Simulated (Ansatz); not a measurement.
Molecule: 3-methylselanylprop-1-ene, C4H8Se, net charge 0, singlet state. SMILES: C=CC[Se]C
Geometry from a B3LYP-D3(BJ)/def2-TZVP (Ansatz, a first-principles code) optimisation:
```
C
H 1 1.0884
H 1 1.0901 2 109.58
C 1 1.4861 2 111.86 3 124.17
C 4 1.3280 1 124.33 2 11.50
H 5 1.0820 4 121.56 1 179.31
H 5 1.0841 6 116.98 4 -179.98
H 4 1.0857 5 119.70 6 0.97
Se 1 1.9885 2 108.48 3 -115.04
C 9 1.9630 1 96.97 2 75.13
H 10 1.0877 9 110.31 1 -60.99
H 10 1.0879 11 110.54 9 -122.15
H 10 1.0880 11 109.44 12 -120.67
```

Computed values are from Ansatz. Cores are frozen in the correlated levels unless marked. Open shells are spin-unrestricted. Spin-orbit coupling is left out. Frozen are the shells of the preceding noble gas and the d and f shells that filled before the atom's block. Non-relativistic. Basis-set limits of correlation are two-point, X^-3; Hartree-Fock from the larger set. [CCSD(T)-MP2]/basis is that difference in the basis named.

### Question
What is the atomisation energy De at CCSD(T)/CBS(cc-pVTZ,cc-pVQZ)?

### Answer
4984.5 kJ/mol.

### Question
What is the total energy at CCSD(T)/CBS(cc-pVTZ,cc-pVQZ)?

### Answer
-2557.0701 Eh.

### Question
What is the T1 diagnostic at CCSD/cc-pVQZ?

### Answer
0.011.

### Question
What is the dipole moment at CCSD(T)/aug-cc-pVDZ?

### Answer
1.54 D.

### Question
What is the vertical ionisation energy (to the doublet) at RI-MP2/CBS(aug-cc-pVTZ,aug-cc-pVQZ)+[CCSD(T)-MP2]/aug-cc-pVTZ?

### Answer
8.38 eV.
